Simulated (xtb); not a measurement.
CH5BFNO, SMILES B(NC)(F)O. All values are semi-empirical tight-binding results from xtb (GFN2-xTB unless named), good for trends rather than for accurate numbers. Geometry: GFN2-xTB. This is a generated structure with no PubChem entry under its InChIKey; it may be hypothetical. One conformer was computed; it need not be the lowest.

Optimised geometry:

```xyz
10

B      0.1790     0.2227     0.5028
F      0.8769    -0.1038     1.6018
N      0.0494    -0.7759    -0.4713
C     -0.6346    -0.7362    -1.7437
H      0.4840    -1.6651    -0.2821
H     -1.4378    -1.4776    -1.7773
H      0.0593    -0.9393    -2.5639
H     -1.0708     0.2491    -1.9000
O     -0.3183     1.4751     0.4598
H     -0.8129     1.7008    -0.3248
```
Charge 0, spin multiplicity 1.

- point group as xtb finds it: Cs
- orbital gap: 7.10 eV
- dipole moment: 4.30 D
- zero-point energy: 46.3 kcal/mol
- G − E(el) at 298.15 K (modified RRHO): 27.7 kcal/mol
- static polarisability (D4 model): 43.9 bohr³
- solvation energy, GFN2-xTB/ALPB(water): -7.7 kcal/mol
- solvation energy, GFN2-xTB/ALPB(hexane): -4.1 kcal/mol

Computed IR lines (harmonic; lines under 4 % of the strongest left out, lines within 3 cm⁻¹ merged):
ν (cm⁻¹): 461 (m), 474 (w), 522 (m), 594 (s), 797 (w), 919 (s), 1067 (w), 1128 (m), 1243 (s), 1339 (vs), 1416 (m), 1469 (vs), 1504 (s), 2938 (w), 2962 (m), 3017 (w), 3661 (w) (against the strongest line: vs over 80 %, s over 45 %, m over 15 %, w over 4 %, vw less)

Computed atomic charges and the Wiberg bond orders between heavy atoms:
charges (e) B1 0.50, F2 -0.32, N3 -0.29, C4 -0.03, H5 0.17, H6 0.05, H7 0.05, H8 0.04, O9 -0.46, H10 0.31. Bond orders B1–F2 0.97, B1–N3 1.24, N3–C4 1.02, B1–O9 1.15.
